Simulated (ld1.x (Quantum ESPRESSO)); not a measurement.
# An all-electron radial function and its pseudo partner (Al)

Columns: radius, all-electron u(r) and pseudo u(r) of the 2p shell (level -69.69 eV) of aluminium in the configuration [He] 2s2 2p6 3s2 3p1; Wu–Cohen, non-relativistic, PAW scheme, ld1.x (Quantum ESPRESSO) 7.5.

| r (bohr) | all-electron | pseudo |
| --- | --- | --- |
| 0.062 | 0.1784 | 0.0139 |
| 0.125 | 0.4995 | 0.0554 |
| 0.188 | 0.7944 | 0.1211 |
| 0.250 | 1.0098 | 0.2044 |
| 0.312 | 1.1471 | 0.2997 |
| 0.375 | 1.2172 | 0.4016 |
| 0.438 | 1.2331 | 0.5010 |
| 0.500 | 1.2104 | 0.5894 |
| 0.562 | 1.1621 | 0.6629 |
| 0.625 | 1.0962 | 0.7179 |
| 0.688 | 1.0206 | 0.7506 |
| 0.750 | 0.9420 | 0.7606 |
| 0.812 | 0.8626 | 0.7498 |
| 0.875 | 0.7835 | 0.7205 |
| 0.938 | 0.7077 | 0.6770 |
| 1.000 | 0.6374 | 0.6249 |
| 1.062 | 0.5718 | 0.5681 |
| 1.125 | 0.5104 | 0.5099 |
| 1.188 | 0.4543 | 0.4543 |
| 1.250 | 0.4042 | 0.4042 |
| 1.312 | 0.3589 | 0.3589 |
| 1.375 | 0.3176 | 0.3176 |
| 1.438 | 0.2806 | 0.2806 |
| 1.500 | 0.2482 | 0.2482 |
| 1.562 | 0.2193 | 0.2193 |
| 1.625 | 0.1932 | 0.1932 |

Problem. How many radial nodes do the two functions have?

Solution. The all-electron 2p function has n − l − 1 = 0; the pseudo-wave has 0.

Problem. At about which radius was the pseudo-wave matched?

Solution. 1.25 bohr. The columns agree to 0.0005 from 1.12 bohr on; several derivatives are matched, so the curves merge somewhat inside the radius.

Problem. Where does each function peak?

Solution. Outermost all-electron maximum near 0.44 bohr, pseudo maximum near 0.75 bohr (to the table’s step).

Problem. Is the pseudo-wave norm-conserving?

Solution. No, it belongs to a PAW set: the norm inside the radius is not constrained, and the difference is carried by the augmentation charge.
